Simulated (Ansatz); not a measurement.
Basis sets compared for TeSe₂. The state is a singlet with charge 0. Geometry B3LYP-D4/def2-TZVP. Ansatz on 4 threads of Arm Neoverse V1 on a shared host; times are rough, and most runs start from earlier orbitals.

```tsv
atom	x (Å)	y (Å)	z (Å)
Se1	-0.253	1.208	0.691
Se2	-0.674	-0.146	-1.235
Te3	0.928	-1.062	0.544
```

In the def2 sets Te takes a core potential; there is no spin–orbit coupling. The structure comes from a short search, and lower isomers may exist.

Binding counts from free atoms (Se triplet, Te triplet) in the same basis, without a counterpoise term.

```
                            level  functions  energy (Eh)  HOMO (eV)  LUMO (eV)  binding per atom (eV)  wall time
                  PBE-D4/def2-SVP         90   -5069.8493      -4.98      -3.72                   2.05     0.65 s
                 PBE-D4/def2-TZVP        146   -5070.4553      -5.12      -3.78                   2.11      1.1 s
r2SCAN-D4/def2-TZVP (with forces)        146   -5071.2487      -5.37      -3.80                   1.90      2.9 s
                 PBE0-D4/def2-SVP         90   -5070.0101      -6.12      -3.07                   1.83      1.1 s
                PBE0-D4/def2-TZVP        146   -5070.6160      -6.19      -3.09                   1.92      1.9 s
```

Question: Estimate the rows for PBE-D4/def2-TZVPD, r2SCAN-D4/def2-TZVPD, PBE0-D4/def2-TZVPD.

Answer: 
| level | functions | energy (Eh) | HOMO (eV) | LUMO (eV) | binding per atom (eV) | wall time |
| --- | --- | --- | --- | --- | --- | --- |
| PBE-D4/def2-TZVPD | 173 | -5070.4571 | -5.17 | -3.82 | 2.11 | 1.6 s |
| r2SCAN-D4/def2-TZVPD | 173 | -5071.2503 | -5.40 | -3.82 | 1.91 | 3.4 s |
| PBE0-D4/def2-TZVPD | 173 | -5070.6176 | -6.23 | -3.12 | 1.92 | 2.8 s |
